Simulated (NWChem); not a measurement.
## Dipole moment of CuF

```
Cu
F 1 1.7505
```
Charge 0, spin multiplicity 1.

The numbers come from NWChem runs, not from measurements. All single points use one geometry, from B3LYP/def2-SVP, a minimum by its harmonic frequencies.

Basis set: def2-SVPD. The CCSD dipole comes from the Λ equations, without orbital relaxation.

```tsv
method	dipole moment (D)	difference from CCSD
HF	6.58	+0.53
PBE	4.99	-1.06
BHandHLYP	6.04	-0.01
CCSD	6.05	0.00
B3LYP	5.47	-0.57
```

The values span 1.59 D, from PBE (lowest) to HF (highest). 

The correlated methods keep 10 core orbitals frozen. B3LYP has NWChem's definition, with VWN1-RPA local correlation. The structure started from a generated list of species. No row is a measurement; the coupled-cluster row has its own basis-set and correlation limits.
